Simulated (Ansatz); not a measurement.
Reaction (ligand exchange at a Ge–C bond): `F[CH2][GeH2][Cl]` + H₂S → `[SH][GeH2][Cl]` + `CF`

Program: Ansatz. Geometries: PBE0-D4/def2-TZVP. ΔE: electronic, gas phase. CCSD(T)/CBS adds triple-zeta CCSD(T) − MP2 to the extrapolated MP2 energy (def2 sets, frozen cores). This one scheme is used for every species. For Ge outer-core shells are correlated without core-valence functions, which leaves a few kJ/mol of doubt a bond. Scalar relativity is left out up to krypton. Each species was taken in one conformer, which may not be the lowest.

`F[CH2][GeH2][Cl]`:

```xyz
8

F     0.379   -1.615    1.067
C     0.799   -0.401    0.562
Ge   -0.564    0.359   -0.639
Cl   -2.212    1.030    0.576
H     0.985    0.282    1.395
H     1.734   -0.554    0.014
H    -0.009    1.593   -1.366
H    -1.113   -0.693   -1.609
```

H₂S:

```xyz
3

S     0.435    0.361    0.254
H    -0.873    0.518    0.002
H     0.439   -0.879   -0.256
```

`[SH][GeH2][Cl]`:

```xyz
6

S    -1.322   -0.803    0.862
Ge    0.517    0.115    0.062
Cl    0.124    2.105   -0.669
H    -1.873   -0.981   -0.350
H     1.058   -0.673   -1.135
H     1.496    0.237    1.231
```

`CF`:

Z-matrix (Å, degrees):
```
C
F 1 1.376
H 1 1.092 2 109.1
H 1 1.092 2 109.1 3 -120.0
H 1 1.092 2 109.1 3 120.0
```

```json
{"species": "`F[CH2][GeH2][Cl]`", "CCSD(T)/CBS(def2) energy (Eh)": "-2676.16085"}
{"species": "H₂S", "CCSD(T)/CBS(def2) energy (Eh)": "-398.97279"}
{"species": "`[SH][GeH2][Cl]`", "CCSD(T)/CBS(def2) energy (Eh)": "-2935.52817"}
{"species": "`CF`", "CCSD(T)/CBS(def2) energy (Eh)": "-139.63461"}
```

Question: Work out ΔE.

Answer: ΔE = (-2935.52817) + (-139.63461) − (-2676.16085) − (-398.97279) = -0.02914 Eh = -76.5 kJ/mol.

Largest T1 diagnostic among the species: 0.010.

In def2-TZVPP, CCSD(T) changes the Hartree–Fock value by +9.6 kJ/mol (the triples alone add −0.3 kJ/mol) and MP2 by +4.5 kJ/mol.
